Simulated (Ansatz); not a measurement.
Two members of one family (BN nanocrystals, H-capped), computed with Ansatz in the gas phase. The two geometries come from different levels. A negative affinity means that the extra electron isn't bound at that geometry and level; within about 0.2 eV of zero the sign isn't settled. Binding counts from free atoms in the multiplicity of their measured ground term, without zero-point energy. Sets without diffuse functions give affinities that are too small. A dash marks a value that wasn't run or was left out as unsound. The structures are stationary points that may keep the symmetry of their start. Remarks come from the PBE and PBE0 runs and from stability tests at other levels; not every state was tested. A HOMO above zero means that the electron is unbound at that level and held by the basis, or that self-interaction error raises the level; the energy of removing that electron tells which.

First: B15N15H34, cut from wurtzite (singlet, charge 0, r2SCAN-D4/def2-SVP geometry).

Cartesian coordinates in Å:
```
B -0.807 -1.162 2.992
N -2.056 -1.155 1.989
N 0.044 0.081 2.663
B -0.621 1.044 1.582
B 1.534 2.322 2.312
N 0.283 2.273 1.328
B -1.582 -1.094 0.482
N -2.853 -1.082 -0.461
N -0.758 0.184 0.252
B -1.414 1.117 -0.856
B 0.777 2.357 -0.183
N -0.511 2.345 -1.117
B -2.430 -1.014 -2.005
N -1.527 0.224 -2.172
B -0.076 2.469 -2.644
N 0.030 -2.444 2.606
B 1.531 -0.270 2.221
N 2.340 1.016 1.947
B 0.551 -2.430 1.097
N -0.737 -2.364 0.170
N 1.337 -1.114 0.886
B 0.718 -0.181 -0.239
B 2.882 1.054 0.439
N 1.590 1.060 -0.485
B -0.241 -2.357 -1.340
N -1.549 -2.300 -2.253
N 0.542 -1.042 -1.560
B -0.070 -0.124 -2.707
B 2.092 1.127 -1.990
N 0.768 1.159 -2.892
H -1.209 -1.225 4.142
H -2.539 -0.268 2.194
H -2.710 -1.909 2.207
H 0.156 0.675 3.492
H -1.745 1.391 1.981
H 1.136 2.278 3.491
H 2.196 3.327 2.124
H -0.243 3.126 1.516
H -3.347 -0.195 -0.295
H -3.523 -1.835 -0.293
H -2.551 1.464 -0.501
H 1.407 3.379 -0.357
H -1.033 3.199 -0.914
H -3.433 -1.022 -2.701
H -1.912 0.863 -2.876
H -1.091 2.481 -3.364
H 0.589 3.473 -2.827
H -0.435 -3.320 2.850
H 0.877 -2.412 3.188
H 2.077 -0.967 3.086
H 3.174 1.014 2.534
H 1.182 -3.447 0.877
H -1.260 -3.233 0.314
H 2.299 -1.289 0.571
H 3.560 2.049 0.269
H 3.550 0.026 0.236
H 0.382 -3.375 -1.588
H -2.084 -3.169 -2.223
H -1.204 -2.222 -3.219
H 1.503 -1.217 -1.880
H -0.148 -0.764 -3.764
H 2.759 2.122 -2.199
H 2.735 0.100 -2.274
H 1.098 1.203 -3.856
```

```json
{"level": "PBE-D4/def2-SVP", "HOMO (eV)": "-4.84", "LUMO (eV)": "-1.60", "gap (eV)": "3.24", "vertical EA (eV)": "-0.13", "binding per atom (eV)": "4.52"}
{"level": "r2SCAN-D4/def2-SVP", "HOMO (eV)": "-5.12", "LUMO (eV)": "-0.95", "gap (eV)": "4.17", "vertical EA (eV)": "–", "binding per atom (eV)": "4.40"}
{"level": "PBE0-D4/def2-SVP", "HOMO (eV)": "-6.12", "LUMO (eV)": "-0.72", "gap (eV)": "5.39", "vertical EA (eV)": "-0.39", "binding per atom (eV)": "4.45"}
```

Remarks: HOMO above zero (-1 doublet).

Second: B16N16H36, cut from zinc blende (singlet, charge 0, PBE-D4/def2-SVP geometry).

Cartesian coordinates in Å:
```
B 1.510 1.875 -1.356
B -0.223 0.200 -2.580
B 2.740 -0.132 -0.333
B 1.016 -1.818 -1.552
B -2.784 0.464 -2.260
B -1.165 2.079 -1.032
B 0.133 0.076 -0.011
B -0.863 1.917 1.527
B -2.433 0.338 0.311
B 1.810 1.715 1.187
B 0.390 -0.123 2.565
B -1.488 -1.544 -1.240
B -0.294 -3.599 -0.193
B -1.180 -1.707 1.352
B 1.323 -1.982 1.034
B -2.172 0.137 2.888
N 0.259 2.853 -1.276
N -1.371 1.227 -2.324
N 1.130 1.120 -2.703
N 2.484 -1.086 -1.577
N 1.542 0.880 -0.128
N -0.087 -0.737 -1.342
N 2.766 -1.238 0.809
N 1.066 -2.749 -0.300
N 0.591 2.678 1.522
N -2.620 -0.481 -1.014
N -1.024 1.126 0.193
N 0.218 -0.900 1.223
N -0.772 0.908 2.713
N -2.317 -0.642 1.530
N 1.745 0.795 2.482
N -1.389 -2.488 0.008
H 2.562 2.500 -1.475
H -0.343 -0.396 -3.643
H 3.822 0.444 -0.424
H 0.909 -2.436 -2.604
H -2.939 -0.182 -3.297
H -3.679 1.291 -2.082
H -2.019 2.944 -0.890
H -1.714 2.781 1.697
H -3.351 1.135 0.471
H 2.869 2.338 1.133
H 0.513 -0.849 3.544
H -1.683 -2.184 -2.266
H -0.466 -4.215 -1.245
H -0.225 -4.345 0.785
H -1.137 -2.473 2.306
H 1.455 -2.728 1.996
H -3.071 0.967 3.029
H -2.089 -0.635 3.843
H 0.167 3.340 -2.179
H 0.383 3.645 -0.639
H -1.495 1.838 -3.141
H 0.928 1.826 -3.427
H 1.904 0.610 -3.136
H 2.686 -0.662 -2.486
H 3.179 -1.846 -1.555
H 3.427 -1.977 0.531
H 3.181 -0.925 1.690
H 1.770 -3.487 -0.431
H 0.569 3.543 0.976
H 0.719 3.049 2.474
H -3.515 -0.983 -0.950
H -0.692 1.411 3.607
H -3.209 -1.146 1.616
H 2.593 0.249 2.655
H 1.728 1.402 3.314
H -2.273 -3.008 0.080
```

**Question.** Estimate how these quantities change from the first to the second (second minus first).

**Answer.** 
```
             level  Δ HOMO (eV)  Δ LUMO (eV)  Δ gap (eV)  Δ vertical EA (eV)  Δ binding per atom (eV)
   PBE-D4/def2-SVP        -0.22         0.26        0.48                0.00                     0.00
r2SCAN-D4/def2-SVP        -0.25         0.14        0.39                   –                     0.00
  PBE0-D4/def2-SVP        -0.29         0.33        0.62               -0.23                     0.00
```

Remarks: HOMO above zero (-1 doublet).
